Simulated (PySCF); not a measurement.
An unknown gives this computed stick spectrum. Method: PySCF 2.14.0, density-fitted response routines, TDDFT CAM-B3LYP/def2-SVPD, vertical, gas phase, core orbitals frozen in the response. Geometries: GFN2-xTB, one conformer each.

```json
{"state": "S1", "E (eV)": "5.02", "f": "0.0000", "main configurations (H = HOMO, L = LUMO)": "H→L (96%)"}
{"state": "S2", "E (eV)": "5.83", "f": "0.0002", "main configurations (H = HOMO, L = LUMO)": "H-3→L (92%)"}
{"state": "S3", "E (eV)": "6.14", "f": "0.084", "main configurations (H = HOMO, L = LUMO)": "H-1→L (73%), H→L+2 (18%)"}
{"state": "S4", "E (eV)": "7.02", "f": "0.0002", "main configurations (H = HOMO, L = LUMO)": "H-1→L+2 (86%)"}
{"state": "S5", "E (eV)": "7.26", "f": "0.103", "main configurations (H = HOMO, L = LUMO)": "H-2→L (90%)"}
{"state": "S6", "E (eV)": "8.36", "f": "0.036", "main configurations (H = HOMO, L = LUMO)": "H→L+1 (78%)"}
{"state": "S7", "E (eV)": "8.44", "f": "0.0014", "main configurations (H = HOMO, L = LUMO)": "H-5→L (80%), H-6→L (13%)"}
{"state": "S8", "E (eV)": "8.69", "f": "0.194", "main configurations (H = HOMO, L = LUMO)": "H→L+2 (49%), H-3→L+1 (17%), H-3→L+2 (9%)"}
```

Question: Which structure fits? All have the formula C4H3FO2.
A. `C#CC(=O)OCF`
B. `O=CC1=C[C@H](F)O1`
C. `O=C1CC(F)=CO1`

Answer: A. Its S1 lies at 5.02 eV; the nearest of the others has S1 at 5.63 eV. S1 is HOMO→LUMO (96%). Löwdin shares by element: HOMO carbon 52% or more, oxygen 41%; LUMO carbon 63% or more, oxygen 21% or more (atoms not listed hold the other 16%). At the same level the other candidates give, for their lowest levels:
- `O=CC1=C[C@H](F)O1`: 3.57 eV (f 0.000); 4.39 eV (f 0.106); 6.41 eV (f 0.027); 7.10 eV (f 0.036); 7.33 eV (f 0.014); T1 2.53 eV; HOMO -9.08, LUMO -1.72 eV
- `O=C1CC(F)=CO1`: 5.63 eV (f 0.000); 5.67 eV (f 0.080); 6.66 eV (f 0.010); 7.09 eV (f 0.000); 7.36 eV (f 0.111); T1 3.94 eV; HOMO -8.76, LUMO 0.18 eV

Shape of the structure used: `[CH:1]#[C:2][C:3](=[O:4])[O:5][CH2:6][F:7]`: C2–C3–O5–C6 180°, C3–O5–C6–F7 176°.
Triplets come from the Tamm–Dancoff approximation.
